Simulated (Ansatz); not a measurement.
Relaxation of Cs9⁻ with RKS B3LYP/def2-SVPD.

```sh
$ ansatz run in.yaml --threads 4 --pin off --events-out ev --progress --plain --max-ram 4787MiB
```

```yaml
crystal:
  periodic: [false, false, false]
  atoms:
    - {symbol: Cs, position_ang: [-0.186100, -2.138930, -2.530580]}
    - {symbol: Cs, position_ang: [3.136870, -0.523890, -0.866910]}
    - {symbol: Cs, position_ang: [1.764510, 2.172490, -4.621210]}
    - {symbol: Cs, position_ang: [-4.101850, 2.438810, 5.320650]}
    - {symbol: Cs, position_ang: [4.269490, -4.028550, -4.969060]}
    - {symbol: Cs, position_ang: [2.262250, 1.654720, 4.409700]}
    - {symbol: Cs, position_ang: [-4.994170, -0.742000, 0.051440]}
    - {symbol: Cs, position_ang: [-1.101650, -1.278010, 2.498610]}
    - {symbol: Cs, position_ang: [-1.049340, 2.445370, 0.707350]}
basis:
  gaussian: {orbitals: def2-SVPD}
total_charge: -1
hamiltonian: {xc: {name: B3LYP}}
scf: {lower_state_search: "off"}
output: {orbitals: {seedname: orbitals}}
relax: {f_tol: 0.02, max_steps: 100}
```

Hardware: 4 threads of Arm Neoverse V2 on a shared host. Wall time 2.7 min, peak host memory 1.1 GiB.

Positions (Å) and forces (eV/Å) at steps 1, 2, 3, 4, 5, 7, 10, 12 of 12:

```xyz
9
step=1 energy=-4937.3973 eV
Cs   -0.186   -2.139   -2.531   -0.379   -0.235   -0.194
Cs    3.137   -0.524   -0.867    0.415    0.105    0.262
Cs    1.765    2.172   -4.621   -0.053    0.135   -0.042
Cs   -4.102    2.439    5.321    0.010    0.021   -0.038
Cs    4.269   -4.029   -4.969   -0.008    0.001    0.012
Cs    2.262    1.655    4.410    0.086    0.010    0.056
Cs   -4.994   -0.742    0.051   -0.128   -0.021   -0.071
Cs   -1.102   -1.278    2.499    0.056   -0.445    0.270
Cs   -1.049    2.445    0.707    0.000    0.429   -0.255
9
step=2 energy=-4937.4811 eV
Cs   -0.211   -2.159   -2.546   -0.341   -0.209   -0.168
Cs    3.172   -0.525   -0.848    0.368    0.090    0.241
Cs    1.740    2.196   -4.597   -0.053    0.127   -0.034
Cs   -4.092    2.453    5.292    0.010    0.022   -0.037
Cs    4.264   -4.023   -4.963   -0.007    0.002    0.012
Cs    2.273    1.651    4.409    0.078    0.007    0.049
Cs   -5.000   -0.749    0.042   -0.113   -0.020   -0.065
Cs   -1.098   -1.319    2.527    0.056   -0.396    0.236
Cs   -1.048    2.474    0.683    0.002    0.377   -0.233
9
step=3 energy=-4937.7477 eV
Cs   -0.336   -2.244   -2.606   -0.198   -0.117   -0.084
Cs    3.316   -0.513   -0.750    0.199    0.042    0.153
Cs    1.678    2.281   -4.564   -0.051    0.088    0.006
Cs   -4.073    2.484    5.232    0.015    0.019   -0.043
Cs    4.252   -4.013   -4.945   -0.010    0.008    0.015
Cs    2.315    1.646    4.421    0.047   -0.003    0.021
Cs   -5.037   -0.764    0.009   -0.054   -0.012   -0.038
Cs   -1.071   -1.483    2.628    0.046   -0.235    0.125
Cs   -1.043    2.607    0.576    0.006    0.210   -0.156
9
step=4 energy=-4937.9050 eV
Cs   -0.473   -2.320   -2.646   -0.102   -0.060   -0.034
Cs    3.439   -0.502   -0.629    0.092    0.012    0.087
Cs    1.598    2.373   -4.506   -0.045    0.055    0.032
Cs   -4.040    2.512    5.149    0.020    0.016   -0.048
Cs    4.228   -3.993   -4.910   -0.012    0.014    0.019
Cs    2.353    1.631    4.419    0.021   -0.009    0.003
Cs   -5.053   -0.779   -0.026   -0.014   -0.007   -0.014
Cs   -1.022   -1.655    2.705    0.034   -0.129    0.053
Cs   -1.030    2.733    0.444    0.005    0.109   -0.097
9
step=5 energy=-4937.9945 eV
Cs   -0.600   -2.388   -2.663   -0.041   -0.030   -0.011
Cs    3.531   -0.508   -0.500    0.034   -0.007    0.040
Cs    1.487    2.472   -4.395   -0.033    0.030    0.033
Cs   -3.979    2.551    5.015    0.022    0.013   -0.048
Cs    4.189   -3.953   -4.853   -0.011    0.016    0.019
Cs    2.380    1.599    4.396    0.001   -0.009   -0.004
Cs   -5.035   -0.795   -0.051    0.006   -0.002    0.004
Cs   -0.955   -1.830    2.751    0.024   -0.066    0.011
Cs   -1.018    2.852    0.301   -0.002    0.055   -0.045
9
step=7 energy=-4938.0645 eV
Cs   -0.721   -2.503   -2.677   -0.003    0.001   -0.002
Cs    3.599   -0.602   -0.358   -0.003   -0.004    0.001
Cs    1.317    2.616   -4.225   -0.012    0.003    0.015
Cs   -3.825    2.662    4.680    0.010    0.011   -0.024
Cs    4.126   -3.851   -4.725    0.001    0.003    0.008
Cs    2.312    1.526    4.352   -0.016   -0.001   -0.003
Cs   -4.933   -0.796    0.036    0.007    0.005    0.016
Cs   -0.798   -2.166    2.733    0.015   -0.027   -0.010
Cs   -1.077    3.115    0.185    0.001    0.010   -0.001
9
step=10 energy=-4938.0950 eV
Cs   -0.789   -2.430   -2.730   -0.002    0.009    0.000
Cs    3.580   -0.623   -0.331   -0.001    0.003    0.001
Cs    1.194    2.655   -4.212    0.000   -0.003   -0.009
Cs   -3.749    2.844    4.449   -0.004    0.005    0.007
Cs    4.156   -3.839   -4.589    0.002   -0.001    0.002
Cs    1.983    1.477    4.325   -0.010   -0.002   -0.002
Cs   -4.789   -0.707    0.342    0.004    0.000    0.007
Cs   -0.550   -2.686    2.610    0.005   -0.011   -0.004
Cs   -1.035    3.308    0.136    0.007   -0.001   -0.003
9
step=12 energy=-4938.1054 eV
Cs   -0.845   -2.280   -2.749   -0.003    0.007    0.002
Cs    3.586   -0.577   -0.306    0.001    0.003    0.002
Cs    1.173    2.636   -4.357    0.000   -0.003   -0.001
Cs   -3.764    2.992    4.429   -0.006    0.008    0.004
Cs    4.170   -3.818   -4.480    0.000    0.002    0.001
Cs    1.725    1.403    4.310   -0.001   -0.007   -0.004
Cs   -4.696   -0.674    0.575    0.005   -0.005    0.003
Cs   -0.397   -3.033    2.513    0.000   -0.001   -0.003
Cs   -0.951    3.351    0.066    0.004   -0.003   -0.005
```

In the def2 sets Cs takes a core potential; there is no spin–orbit coupling. The restricted singlet is unstable towards broken spin symmetry in Hartree–Fock (as tested in another run); at B3LYP/def2-SVPD this wasn't settled. Another isomer (singlet) lies 0.06 eV lower at PBE0/def2-TZVPD; other spin states weren't run for this one.
